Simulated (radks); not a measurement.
The numbers below are computed, except where a source is named.
Problem. Tb IV, 62 electrons, occupied as [Xe] 4f8 (the NIST ground configuration). Level of theory: Dirac Kohn-Sham, PBE, spin-unpolarised, spherical densities, point nucleus; open shells fill j = l - 1/2 first (a radial shooting solver on a logarithmic mesh with Libxc functionals). Some entries of the table are withheld. Estimate them.

orbital  occ.  eigenvalue (hartree)  <1/r> (bohr^-1)  <r^2> (bohr^2)
1s1/2       2             -1904.985            73.13       0.0006315
2s1/2       2             -316.5957            17.48        0.009828
2p1/2       2             -300.8887            17.45        0.007125
2p3/2       4             -273.4523            15.35        0.008355
3s1/2       2             -71.15221            6.378         0.06537
3p1/2       2             -64.32901            6.292         0.06080
3p3/2       4             -58.66581            5.759         0.06781
3d3/2       4                   (1)            5.639         0.05395
3d5/2       6                   (2)            5.507         0.05591
4s1/2       2             -15.04388            2.667          0.3304
4p1/2       2             -12.37001            2.559          0.3470
4p3/2       4             -11.10562            2.378          0.3854
4d3/2       4              -6.70353              (3)          0.4400
4d5/2       6              -6.47442              (4)          0.4551
5s1/2       2              -2.80479            1.026           1.896
5p1/2       2              -2.06085           0.9125           2.356
5p3/2       4              -1.88356           0.8513           2.649
4f5/2       6              -1.26754            1.585          0.8777
4f7/2       2              -1.23636            1.565          0.9039

Solution. 
(1) 3d3/2 eigenvalue (hartree): -46.92292
(2) 3d5/2 eigenvalue (hartree): -45.68771
(3) 4d3/2 <1/r> (bohr^-1): 2.160
(4) 4d5/2 <1/r> (bohr^-1): 2.115
